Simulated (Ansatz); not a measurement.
Species: CH$_{2}$Br, net charge 0, doublet state. It need not be the lowest isomer of its formula. 
Coordinates optimised at B3LYP-D3(BJ)/def2-TZVP (Ansatz, an electronic-structure program):
SMILES: [CH2]Br
```xyz
4

C     -1.4125    -0.4603     0.0643
Br     0.3501     0.1141    -0.0159
H     -1.8885    -0.4830     1.0293
H     -1.8881    -0.7477    -0.8575
```
Charge 0, spin multiplicity 2.

Parts of the frozen-core correlation energy in cc-pVDZ (Ansatz, hartree). Frozen orbitals: 15; correlated occupied orbitals by spin: 7 and 6; virtual: 29 and 30. Open shells are spin-unrestricted. No spin-orbit coupling. Non-relativistic.

```json
[
 {"term": "reference (HF)", "value": "-2611.36786"},
 {"term": "MP2 opposite-spin", "value": "___"},
 {"term": "MP2 same-spin", "value": "___"},
 {"term": "CCSD correlation", "value": "-0.26239"},
 {"term": "(T)", "value": "___"},
 {"term": "CCSDT minus CCSD(T)", "value": "-0.00069"},
 {"term": "T1 diagnostic", "value": "0.017"},
 {"term": "largest doubles amplitude", "value": "0.039"},
 {"term": "<S^2> of the reference", "value": "0.767"}
]
```

Problem. Some entries are withheld; supply them.

Solution. 
- MP2 opposite-spin, value: -0.17574
- MP2 same-spin, value: -0.05819
- (T), value: -0.00622
